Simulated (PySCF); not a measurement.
Ligands exchanged one at a time, In Cl-NH2. Gas-phase values, no solvent. One relaxed conformer stands for each flexible species; it need not be the lowest. Strings in code marks are SMILES.

The numbers are results of B3LYP-D3(BJ)/def2-TZVP in PySCF, not measurements. B3LYP has the VWN-RPA correlation part, as in Gaussian. 

```
species                                              HOMO–LUMO gap (eV)  HOMO (eV)  S1 oscillator strength
---------------------------------------------------  ------------------  ---------  ----------------------
0 of 3 Cl replaced by NH2 (`[Cl][In]([Cl])[Cl]`)                   5.77        ___                   0.000
1 of 3 Cl replaced by NH2 (`[NH2][In]([Cl])[Cl]`)                   ___      -7.86                   0.040
2 of 3 Cl replaced by NH2 (`[NH2][In]([NH2])[Cl]`)                 5.56      -7.27                     ___
3 of 3 Cl replaced by NH2 (`[NH2][In]([NH2])[NH2]`)                5.45      -6.52                   0.031
```

Question: What belongs in the gaps?

Answer: 
- 0 of 3 Cl replaced by NH2 (`[Cl][In]([Cl])[Cl]`), HOMO (eV): -9.15
- 1 of 3 Cl replaced by NH2 (`[NH2][In]([Cl])[Cl]`), HOMO–LUMO gap (eV): 5.31
- 2 of 3 Cl replaced by NH2 (`[NH2][In]([NH2])[Cl]`), S1 oscillator strength: 0.013
